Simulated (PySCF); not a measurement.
Te(OMe)(GeH3) (CH6GeOTe), SMILES CO[Te][GeH3].

Geometry: PBE-D3(BJ)/def2-SVP. The structure was generated by enumeration, and PubChem lists no compound with its InChIKey, so it may never have been made. The def2 effective core potentials stand for the cores of Te; spin–orbit coupling is left out. Other conformers were not sampled.

These are PySCF with PBE/def2-TZVP values and carry that method's errors.

Isolated molecule, no solvent.

The total energy comes out as -2461.53989 hartree, the highest occupied level is -5.32 eV and the lowest empty level is -2.96 eV. The orbital gap is 2.36 eV and the dipole moment comes out as 1.30 D. The quadrupole, principal values (traceless, Buckingham form, about the centre of nuclear charge) is -6.21, 1.30, 4.91 D·Å and the mean static polarisability is 93.3 bohr³ (13.83 Å³). The polarisability, principal values comes out as 70.3, 94.0, 115.7 bohr³.
